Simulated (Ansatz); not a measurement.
The cluster Al2B3. Charge 0, multiplicity 2. Geometry PBE0-D4/def2-SVP.

```tsv
atom	x (Å)	y (Å)	z (Å)
B1	1.1382	0.5444	0.9751
B2	-1.0724	-0.5194	-0.9365
B3	0.0395	0.0126	0.0217
Al4	-2.6337	-1.2680	-2.2776
Al5	2.5284	1.2303	2.2174
```

LC-ωPBE has ω = 0.4 bohr⁻¹. At PBE-D4/def2-TZVP, r2SCAN-D4/def2-TZVP, r2SCANh-D4/def2-TZVP, PBE0-D4/def2-TZVP and others the charge 0 doublet is spin-contaminated (final ⟨S²⟩ up to 1.79, 0.75 for a pure state). The geometry of the doublet was relaxed on an unsound state (⟨S²⟩ 1.77, where a pure state has 0.75). Another isomer (doublet) lies 2.13 eV lower at PBE0-D4/def2-TZVP; other spin states weren't run for this one.

**Question.** Estimate the α-spin orbital energies around the gap (eV) in Ansatz with PBE-D4/def2-TZVP, r2SCAN-D4/def2-TZVP, r2SCANh-D4/def2-TZVP, PBE0-D4/def2-TZVP, LC-ωPBE/def2-TZVP.

**Answer.** 
| orbital | PBE-D4/def2-TZVP | r2SCAN-D4/def2-TZVP | r2SCANh-D4/def2-TZVP | PBE0-D4/def2-TZVP | LC-ωPBE/def2-TZVP |
| --- | --- | --- | --- | --- | --- |
| HOMO−5 | -9.23 | -9.60 | -10.11 | -10.68 | -13.69 |
| HOMO−4 | -8.07 | -8.24 | -8.88 | -9.50 | -12.45 |
| HOMO−3 | -5.69 | -6.36 | -6.33 | -6.51 | -9.26 |
| HOMO−2 | -5.10 | -5.42 | -5.86 | -6.20 | -8.90 |
| HOMO−1 | -5.10 | -5.42 | -5.72 | -6.09 | -8.44 |
| HOMO | -4.89 | -4.69 | -5.28 | -5.72 | -7.94 |
| LUMO | -3.79 | -3.57 | -3.48 | -3.29 | -1.51 |
| LUMO+1 | -3.79 | -3.57 | -3.34 | -3.13 | -1.09 |
| LUMO+2 | -2.53 | -2.42 | -2.12 | -1.79 | 0.14 |
| LUMO+3 | -2.53 | -2.42 | -2.05 | -1.76 | 0.21 |
| LUMO+4 | -1.24 | -0.94 | -0.73 | -0.48 | 1.57 |
| LUMO+5 | -1.24 | -0.94 | -0.68 | -0.38 | 1.76 |
| β HOMO | -4.88 | -4.80 | -5.32 | -5.64 | -7.92 |
| β LUMO | -4.49 | -4.19 | -4.05 | -3.89 | -1.64 |
